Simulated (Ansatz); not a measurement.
Ba₂S₂⁻ (the lowest doublet isomer of a short search). The state is a doublet with charge -1. Geometry r2SCAN-D4/def2-SVPD, basis def2-TZVPD, Ansatz.

```xyz
4

Ba    0.3616    1.6762    1.0728
Ba   -0.3614   -1.6764   -1.0729
S     1.7349   -0.7872    0.6446
S    -1.7351    0.7874   -0.6445
```

```tsv
run	HOMO (eV)	LUMO (eV)
A	-0.60	1.68
B	-0.15	1.53
C	0.31	0.80
D	0.44	0.69
```

In the def2 sets Ba takes a core potential; there is no spin–orbit coupling. LC-ωPBE has ω = 0.4 bohr⁻¹. The structure comes from a short search, and lower isomers may exist.

HOMO and LUMO are taken over both spins.

The runs used LC-ωPBE, PBE0, r2SCANh, ωB97M-V. Estimate which is which.

A LC-ωPBE (range-separated); B ωB97M-V (range-separated); C PBE0 (25 % exact exchange); D r2SCANh (10 % exact exchange). Exact exchange lowers occupied and raises empty levels; among semilocal functionals meta-GGAs tend to open the gap a little, and such runs are hard to tell apart. The gap grows from 0.25 eV (r2SCANh) to 2.28 eV (LC-ωPBE). At PBE0-D4/def2-TZVPD, r2SCANh-D4/def2-TZVPD the highest occupied level of the charge -1 doublet lies above zero (up to 0.44 eV). By energy differences its removal costs 0.34 eV (vertical, to the charge 0 singlet, at LC-ωPBE (ω = 0.30 bohr⁻¹)/def2-TZVPD).
